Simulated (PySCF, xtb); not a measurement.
carbon diselenide (CSe₂), SMILES [Se]=C=[Se].

GFN2-xTB run with xtb at its own geometry gives an orbital gap of 2.71 eV and a dipole moment of 0.00 D.

Geometry: ωB97X-D3(BJ)/def2-TZVP.

Task: What does PBE/def2-TZVPD in PySCF give? (Estimate from the structure and the level; the computed values follow.)

Result: gap 3.37 eV (levels -6.32 and -2.96 eV), dipole 0.00 D.
